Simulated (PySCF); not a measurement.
# Simulated absorption spectrum

Species: C2H5BO2.
Atom-mapped SMILES: `[BH:1]1[O:2][CH2:3][CH2:4][O:5]1` (hydrogens: H6 on B1; H7, H8 on C3; H9, H10 on C4)

Computed, not measured: TDDFT PBE0/def2-SVPD, vertical, gas phase, core orbitals frozen in the response in PySCF. Geometry: PBE0-D3(BJ)/def2-SVP; no solvent, vibrations or thermal averaging.

Computed states:

| state | E (eV) | f |
| --- | --- | --- |
| S1 | 7.30 | 0.0000 |
| S2 | 7.65 | 0.039 |
| S3 | 8.09 | 0.0000 |
| S4 | 8.54 | 0.015 |
| S5 | 8.88 | 0.0000 |
| S6 | 8.94 | 0.020 |
| S7 | 8.97 | 0.0096 |
| S8 | 8.98 | 0.0023 |
| S9 | 8.98 | 0.0008 |
| S10 | 9.34 | 0.043 |

Broadening: Gaussians 0.4 eV wide at half height, area fixed by f = 4.319×10⁻⁹ ∫ε dν̃. The width is an assumption, not a result. The curve ends short of the highest state used, and states not computed would add to its high-energy end.

Question: Give the broadened spectrum and its maxima.

Answer: 
```csv
E (eV),ε (L mol⁻¹ cm⁻¹)
6.70,0
6.74,0
6.79,0
6.84,0
6.89,0
6.93,0
6.98,1
7.03,3
7.08,9
7.12,19
7.17,45
7.22,100
7.27,203
7.31,335
7.36,583
7.41,928
7.46,1356
7.50,1727
7.55,2159
7.60,2476
7.65,2604
7.69,2547
7.74,2292
7.79,1892
7.84,1431
7.88,1076
7.93,698
7.98,418
8.03,236
8.07,152
8.12,108
8.17,119
8.22,181
8.26,264
8.31,407
8.36,584
8.41,772
8.45,914
8.50,1060
8.55,1161
8.60,1230
8.64,1285
8.69,1386
8.74,1551
```

Maxima: 162 nm (7.65 eV), ε about 2600, made up of S2 (100%) (ε in L mol⁻¹ cm⁻¹; maxima over ε = 5, shares over 10%). At its high-energy end, 8.74 eV, the curve is still rising (ε about 1600, from S4, S6 and S7).

Question: What would ε be at 7.65 eV, the highest of these maxima, with half the width (0.2 eV)?

Answer: About 5200 L mol⁻¹ cm⁻¹ against 2610, a factor of about 2.00; a lone state at its own centre would give exactly 2.

Question: Coming from long wavelengths, where does ε first pass 100 L mol⁻¹ cm⁻¹?

Answer: At about 172 nm (7.22 eV), 0.08 eV below S1.

All these states lie below the vertical ionisation energy of 10.44 eV (ΔSCF).
